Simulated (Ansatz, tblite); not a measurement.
Cost and result up the ladder for the cluster Al₄N₄⁻ (8 atoms). Total charge -1; doublet. Geometry: r2SCAN-D4/def2-SVPD.

```xyz
8

Al    1.906    0.538   -0.130
Al   -1.906   -0.538    0.130
Al   -0.519    1.573   -1.097
Al    0.519   -1.573    1.097
N     2.121   -0.904    0.845
N     1.214    1.845   -1.072
N    -2.121    0.904   -0.845
N    -1.214   -1.845    1.073
```

Ansatz on 4 threads of Arm Neoverse V2 on a shared host; xTB runs through tblite on one thread. Times are rough, summed over both states, and most runs start from the orbitals of an earlier one. PBE-QIDH/def2-TZVPD serves as the yardstick here, not as an exact answer. Differences are given only for rows in sets of like size (and for xTB, whose basis is part of the method), since another set adds its own error. The other state is a singlet.

The xTB rows come from tblite. Correlated methods freeze 24 core orbitals. The rows differ in basis, and correlated rows in double-zeta sets carry the largest basis error. The structure comes from a short search, and lower isomers may exist.

Correlated methods converge slowly with the basis, most of all in double-zeta sets.

Raw xTB energies of ions are shifted by several eV, and xTB has no spin-polarisation term.

```tsv
level	functions	vertical IE (eV)	difference from PBE-QIDH/def2-TZVPD (eV)	remarks
PBE-QIDH/def2-TZVPD	320	1.83	0.00	–
GFN1-xTB	52	5.60	3.77	–
CCSD(T)/def2-SVPD	176	1.75	–	large T1 (0.025) (singlet)
PBE-D4/def2-TZVPD (with forces)	320	2.12	0.29	–
PBE0-D4/def2-TZVPD	320	1.92	0.09	–
GFN2-xTB	52	5.95	4.13	–
```

Problem. Estimate how long each takes.

Solution. GFN1-xTB 0.014 s; GFN2-xTB 0.017 s; PBE-D4/def2-TZVPD (with forces) 14 s; PBE0-D4/def2-TZVPD 32 s; PBE-QIDH/def2-TZVPD 45 s; CCSD(T)/def2-SVPD 2.7 min. On shared hardware such times vary by a factor of up to 3.
